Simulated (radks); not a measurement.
Coulomb parameter of the 3d shell of the nickel ion Ni2+ in the model configuration [Ar] 3d7 4p1, as a second difference U = [E(n + 0.5) + E(n - 0.5) - 2 E(n)] / (0.5)^2 with all orbitals relaxed. "Bare": the charge of the atom changes with n. "Screened": the 4p shell takes up the change at fixed total charge, which measures U(3d,3d) + U(4p,4p) - 2 U(3d,4p). All-electron calculation, scalar-relativistic Kohn-Sham, LDA (Slater exchange, Perdew-Wang correlation), spin-unpolarised, spherical densities, finite nucleus; Fermi nuclear charge, rms radius 3.7757 fm. Program: a radial shooting solver on a logarithmic mesh with Libxc functionals.

case              configuration  E - E(n) (eV)
start              [Ar] 3d7 4p1          0.000
bare +0.5        [Ar] 3d7.5 4p1        -16.112
bare -0.5        [Ar] 3d6.5 4p1         20.725
screened +0.5  [Ar] 3d7.5 4p0.5         -8.725
screened -0.5  [Ar] 3d6.5 4p1.5         10.219

U(bare) = 18.454 eV, U(screened by 4p) = 5.976 eV, against the Slater integral F0(3d,3d) = 27.786 eV with frozen orbitals.
